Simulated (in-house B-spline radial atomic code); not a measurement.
# Ionising Ca VI (Ca5+) with different functionals

Computed with an all-electron radial atomic-structure program (B-spline basis): scalar-relativistic (spin-free X2C) Hamiltonian, Fermi nucleus of rms radius 3.4776 fm, spin-polarised at highest spin, spherical fractional occupations for the functionals, and exact exchange of hybrids averaged over the configuration. The ionisation energy is the difference of two self-consistent energies, [Ne] 3s2 3p3 → [Ne] 3s2 3p2, without Breit or QED terms; ε is the level of the shell that loses the electron (its least bound occupied spin orbital).

```
   method                    rung  ΔSCF (eV)  -ε(3p) (eV)
     PBE0           global hybrid     108.01       100.96
    B3LYP           global hybrid     107.91       100.31
    TPSSh           global hybrid     108.21        99.68
BHandHLYP           global hybrid     107.85       103.28
  r2SCAN0           global hybrid     108.56       101.65
    B97-1           global hybrid     107.85       100.34
    HSE06  range-separated hybrid     107.99       100.52
    wB97X  range-separated hybrid     107.81       103.37
CAM-B3LYP  range-separated hybrid     107.86       102.27
  LC-wPBE  range-separated hybrid     108.04       103.80
```

(1) Among the functionals, which spreads more, the ΔSCF values or the orbital energies?

(2) How do they compare with the NIST value?

Answers

(1) The orbital energies: ΔSCF values span about 0.74 eV and the orbital energies 4.12 eV; here energy differences depend much less on the functional than eigenvalues do.

(2) NIST lists 108.8 eV ± 0.25 (semi-empirical, ground level to ground level). Errors run from -0.97 to -0.22 eV; r2SCAN0 is closest (-0.22 eV), but part of that can be cancellation, since the calculations leave out spin-orbit coupling, Breit-QED terms, multiplet and fine-structure energies.
